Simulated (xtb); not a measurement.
C2H9BFNSi, SMILES N(C)(C)B([SiH3])F. All values are semi-empirical tight-binding results from xtb (GFN2-xTB unless named), good for trends rather than for accurate numbers. Coordinates come from a GFN2-xTB optimisation. The values are those of a single conformer.

The point group as xtb finds it is Cs. The orbital gap is 4.22 eV. The dipole moment is 3.20 D and the zero-point energy comes out as 69.9 kcal/mol. The G − E(el) at 298.15 K (modified RRHO) comes out as 49.0 kcal/mol. The static polarisability (D4 model) is 77.9 bohr³, the solvation energy, GFN2-xTB/ALPB(water) comes out as -2.8 kcal/mol and the solvation energy, GFN2-xTB/ALPB(dmso) is -6.3 kcal/mol.
